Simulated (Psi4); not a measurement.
C3H3 (SMILES [C]#CC), doublet, geometry from GFN2-xTB; B97M-V/def2-SVPD (Psi4 1.11).

Input for Psi4:
```
memory 2 GB

molecule {
0 2
  C     0.00175930   -0.00079138    0.33446282
  C     0.00804284   -0.00361788    1.52903105
  C    -0.00590540    0.00265640   -1.12268107
  H     0.03996787    1.03022063   -1.47944750
  H     0.85747672   -0.55120368   -1.48748952
  H    -0.92082503   -0.46849982   -1.47793980
}

set basis def2-svpd
set reference uks

energy('b97m-v')
print_variables()
```

It wrote (shortened):

```
   => Loading Basis Set <=

    Name: DEF2-SVPD
    Role: ORBITAL
    Keyword: BASIS

         ---------------------------------------------------------
                                   SCF
               by Justin Turney, Rob Parrish, Andy Simmonett
                          and Daniel G. A. Smith
                              UKS Reference
         ---------------------------------------------------------

  ==> Geometry <==

    Molecular point group: c1
    Full point group: C1

    Geometry (in Angstrom), charge = 0, multiplicity = 2:

       Center              X                  Y                   Z               Mass
    ------------   -----------------  -----------------  -----------------  -----------------
         C            0.001164850448    -0.000523979593     0.221451473248    12.000000000000
         C            0.007448390448    -0.003350479593     1.416019703248    12.000000000000
         C           -0.006499849552     0.002923800407    -1.235692416752    12.000000000000
         H            0.039373420448     1.030488030407    -1.592458846752     1.007825032230
         H            0.856882270448    -0.550936279593    -1.600500866752     1.007825032230
         H           -0.921419479552    -0.468232419593    -1.590951146752     1.007825032230

  Running in c1 symmetry.

  Rotational constants: A =      5.27776  B =      0.32257  C =      0.32257 [cm^-1]
  Rotational constants: A = 158223.25630  B =   9670.45916  C =   9670.45916 [MHz]
  Nuclear repulsion =   53.404329679077385

  Charge       = 0
  Multiplicity = 2
  Electrons    = 21
  Nalpha       = 11
  Nbeta        = 10

  ==> Algorithm <==

  SCF Algorithm Type is DF.
  DIIS enabled.
  MOM disabled.
  Fractional occupation disabled.
  Guess Type is SAD.
  Energy threshold   = 1.00e-06
  Density threshold  = 1.00e-06
  Integral threshold = 1.00e-12

  ==> Primary Basis <==

  Basis Set: DEF2-SVPD
    Blend: DEF2-SVPD
    Number of shells: 36
    Number of basis functions: 84
    Number of Cartesian functions: 90
    Spherical Harmonics?: true
    Max angular momentum: 2

  ==> DFT Potential <==

   => LibXC <=

    Version 7.1.2
    S. Lehtola, C. Steigemann, M. J. T. Oliveira, and M. A. L. Marques,  SoftwareX 7, 1–5 (2018) (10.1016/j.softx.2017.11.002)

   => Composite Functional: B97M-V <=

    B97M-V GGA Exchange-Correlation Functional

    N. Mardirossian and M. Head-Gordon,  J. Chem. Phys. 142, 074111 (2015) (10.1063/1.4907719)

    Deriv               =              1
    GGA                 =           TRUE
    Meta                =           TRUE

    Exchange Hybrid     =          FALSE
    MP2 Hybrid          =          FALSE

   => Exchange-Correlation Functionals <=

    1.0000   B97M-V exchange-correlation functional

   => LibXC Density Thresholds  <==

    XC_MGGA_XC_B97M_V:  1.00E-15

   => VV10 Non-Local Parameters <=

    VV10 B              =     6.0000E+00
    VV10 C              =     1.0000E-02

   => Molecular Quadrature <=

    Radial Scheme          =       TREUTLER
    Pruning Scheme         =           NONE
    Nuclear Scheme         =       TREUTLER

    Blocking Scheme        =         OCTREE
    BS radius alpha        =              1
    Pruning alpha          =              1
    Radial Points          =             75
    Spherical Points       =            302
    Total Points           =         130733
    Total Blocks           =           1026
    Max Points             =            256
    Max Functions          =             84
    Weights Tolerance      =       1.00E-15

   => Loading Basis Set <=

    Name: (DEF2-SVPD AUX)
    Role: JKFIT
    Keyword: DF_BASIS_SCF

  ==> Integral Setup <==

  SCF_SUBTYPE=INCORE selected. In-core MEM_DF algorithm will be used.
  Using in-core AOs.

  ==> MemDFJK: Density-Fitted J/K Matrices <==

    J tasked:                   Yes
    K tasked:                    No
    wK tasked:                   No
    Algorithm:                 Core
[...]

   -------------------------
    Irrep   Nso     Nmo
   -------------------------
     A         84      84
   -------------------------
    Total      84      84
   -------------------------

  ==> Iterations <==

                           Total Energy        Delta E     RMS |[F,P]|

   @DF-UKS iter SAD:  -115.31276768910166   -1.15313e+02   0.00000e+00
   @DF-UKS iter   1:  -115.59199142775921   -2.79224e-01   7.86938e-03 DIIS/ADIIS
   @DF-UKS iter   2:  -115.15682030480760    4.35171e-01   1.22699e-02 DIIS/ADIIS
   @DF-UKS iter   3:  -115.72775024974867   -5.70930e-01   5.19428e-03 DIIS/ADIIS
   @DF-UKS iter   4:  -115.84277934925741   -1.15029e-01   6.21952e-04 DIIS/ADIIS
   @DF-UKS iter   5:  -115.84449987466679   -1.72053e-03   1.49103e-04 DIIS/ADIIS
   @DF-UKS iter   6:  -115.84462111471528   -1.21240e-04   5.07548e-05 DIIS
   @DF-UKS iter   7:  -115.84464706906549   -2.59544e-05   1.67168e-05 DIIS
   @DF-UKS iter   8:  -115.84465338268397   -6.31362e-06   8.16135e-06 DIIS
   @DF-UKS iter   9:  -115.84465449205976   -1.10938e-06   2.27102e-06 DIIS
   @DF-UKS iter  10:  -115.84465455392085   -6.18611e-08   1.15561e-06 DIIS
   @DF-UKS iter  11:  -115.84465456066958   -6.74873e-09   5.00975e-07 DIIS
  Energy and wave function converged.

  ==> Post-Iterations <==

   Electrons on quadrature grid:
      Nalpha   =   11.0000011009 ; deviation = 1.101e-06
      Nbeta    =   10.0000012578 ; deviation = 1.258e-06
      Ntotal   =   21.0000023587 ; deviation = 2.359e-06

   @Spin Contamination Metric:   3.768803227E-02
   @S^2 Expected:                7.500000000E-01
   @S^2 Observed:                7.876880323E-01
   @S   Expected:                5.000000000E-01
   @S   Observed:                5.000000000E-01

    Orbital Energies [Eh]
    ---------------------

    Alpha Occupied:

[...]
    Alpha Virtual:

[...]
      84A      3.556408

    Beta Occupied:

[...]
      10A     -0.250597

    Beta Virtual:

[...]
    Final Occupation by Irrep:
              A
    DOCC [    10 ]
    SOCC [     1 ]
    NA   [    11 ]
    NB   [    10 ]

  @DF-UKS Final Energy:  -115.84465456066958

   => Energetics <=

    Nuclear Repulsion Energy =             53.4043296790773852
    One-Electron Energy =                -259.8318014424423836
    Two-Electron Energy =                 107.8479544468192159
    DFT Exchange-Correlation Energy =     -17.3500746655533007
    Empirical Dispersion Energy =           0.0000000000000000
    VV10 Nonlocal Energy =                  0.0849374214294972
    Total Energy =                       -115.8446545606695821

  UHF NO Occupations:
  HONO-2 :    9  A 1.9907587
  HONO-1 :   10  A 1.9907538
  HONO-0 :   11  A 1.0000000
  LUNO+0 :   12  A 0.0092462
  LUNO+1 :   13  A 0.0092413
  LUNO+2 :   14  A 0.0002901
  LUNO+3 :   15  A 0.0001389

Computation Completed

Properties will be evaluated at   0.000000,   0.000000,   0.000000 [a0]

Properties computed using the SCF density matrix

 Multipole Moments:

 ------------------------------------------------------------------------------------
     Multipole            Electronic (a.u.)      Nuclear  (a.u.)        Total (a.u.)
 ------------------------------------------------------------------------------------

 L = 1.  Multiply by 2.5417464519 to convert [e a0] to [Debye]
 Dipole X            :          0.0203632           -0.0235903           -0.0032271
 Dipole Y            :         -0.0091418            0.0106115            0.0014698
 Dipole Z            :          3.8685964           -4.4847704           -0.6161740
 Magnitude           :                                                    0.6161842

 ------------------------------------------------------------------------------------

  Variable Map:
  ----------------------------------------------------------------------------
[...]
  Array Variable Map:
  ----------------------------------------------------------------------------
[...]
[...]
```
